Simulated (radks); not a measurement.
The numbers below are computed, except where a source is named.
Task: Excited configurations of neutral fluorine: one electron is placed in a higher orbital outside [He] 2s2 2p4. The ground configuration is [He] 2s2 2p5. Level of theory: Dirac Kohn-Sham, PBEsol, spin-unpolarised, spherical densities, finite nucleus; open shells are shared between the two j in proportion to 2j + 1; Fermi nuclear charge, rms radius 2.8976 fm (a radial shooting solver on a logarithmic mesh with Libxc functionals). Excitation = E - E(ground); binding = E(ion) - E, where the ion is the core of charge +1; n* = 1/sqrt(2 binding) in atomic units, and the quantum defect is n - n*. Eigenvalue and <r> are those of j = l + 1/2.

| outer orbital | excitation (eV) | binding (eV) | n* | quantum defect | eigenvalue (eV) | <r> (bohr) |
|---|---|---|---|---|---|---|
| 3s | 14.783 | 4.534 | 1.732 | 1.268 | -2.476 | 4.603 |
| 4s | 17.329 | 1.988 | 2.616 | 1.384 | -1.174 | 10.71 |
| 4d | 18.361 | 0.955 | 3.774 | 0.226 | -0.544 | 19.66 |
| 5p | 18.414 | 0.903 | 3.882 | 1.118 | -0.560 | 23.37 |
| 5d | 18.675 | 0.641 | 4.606 | 0.394 | -0.397 | 31.67 |
| 6s | 18.603 | 0.714 | 4.367 | 1.633 | -0.465 | 31.00 |
| 6p | 18.712 | 0.605 | 4.742 | 1.258 | -0.393 | 35.98 |
| 6d | 18.858 | 0.459 | 5.445 | 0.555 | -0.298 | 46.36 |
| 6f | 18.875 | 0.442 | 5.547 | 0.453 | -0.279 | 45.25 |
| 7s | 18.820 | 0.497 | 5.232 | 1.768 | -0.333 | 45.27 |
| 7f | 18.984 | 0.333 | 6.390 | 0.610 | -0.220 | 63.42 |

Estimate the row for 3p.

Result: excitation (eV) 16.434; binding (eV) 2.883; n* 2.173; quantum defect 0.827; eigenvalue (eV) -1.422; <r> (bohr) 6.262. The Delta-SCF ionisation energy is 19.317 eV (NIST Atomic Spectra Database: 17.423 eV, measured). Self-interaction in the functional shifts the binding energies and quantum defects, so they are the method's values and not measured ones. Spin polarisation and multiplet splitting are left out, so open shells lie too high by an amount that depends on their filling.

Beside tabulated values, note that spin-unpolarised runs miss the spin-polarisation part of the exchange energy of open shells.
